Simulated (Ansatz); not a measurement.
A structure relaxed at PBE-D4/def2-SVP in Ansatz, charge 1, doublet:

| atom | x (Å) | y (Å) | z (Å) |
| --- | --- | --- | --- |
| Ge1 | -0.322 | 0.227 | 2.192 |
| Ge2 | 1.296 | -2.472 | -1.672 |
| Ge3 | -1.297 | 2.471 | 1.672 |
| Ge4 | 0.326 | -0.225 | -2.191 |
| Ge5 | 0.501 | -1.161 | 0.231 |
| Ge6 | -0.504 | 1.160 | -0.231 |

(1) Give its formula and point group.

(2) Summarise the bond lengths by kind (pairs closer than 1.2 times the sum of covalent radii, bridged metal pairs left out).

Answers

(1) Ge6⁺. Point group C2h (tolerance 0.1 Å).

(2) 9 × Ge–Ge 2.44 to 2.60 Å.

Another isomer (doublet) lies 1.44 eV lower at PBE0-D4/def2-SVP; other spin states weren't run for this one.
